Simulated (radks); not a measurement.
The numbers below are computed, except where a source is named.
All-electron atom: the gallium ion Ga2+ in [Ar] 3d10 7p1 (not the ground configuration). Level of theory: scalar-relativistic Kohn-Sham, r2SCAN, spin-unpolarised, spherical densities, finite nucleus; meta-GGA in the generalised Kohn-Sham scheme; Fermi nuclear charge, rms radius 3.9973 fm (a radial shooting solver on a logarithmic mesh with Libxc functionals).

Normalised radial functions P(r) = r R(r), r in bohr:

r              2s      3d
0.005023   0.4826  0.0000
0.008182   0.6993  0.0002
0.01322    0.9389  0.0008
0.02154    1.1121  0.0031
0.03481    1.0039  0.0113
0.05671    0.3224  0.0392
0.09165   -0.9535  0.1202
0.1493    -2.1228  0.3180
0.2413    -1.9919  0.6595
0.3931    -0.8137  1.0212
0.6352    -0.1149  1.0831
1.035     -0.0031  0.7555
1.686     0.0000  0.3264
2.724     0.0000  0.0702
4.438     0.0000  0.0045
7.172      0.0000  0.0000
11.68      0.0000  0.0000
18.88      0.0000  0.0000
30.76      0.0000  0.0000

2s: eigenvalue -1304.6 eV, 1 radial node at r = 0.0652 bohr, <r> = 0.218 bohr, 90 % of the charge inside 0.337 bohr. 3d: eigenvalue -50.354 eV, 0 radial nodes, <r> = 0.784 bohr, 90 % of the charge inside 1.33 bohr.
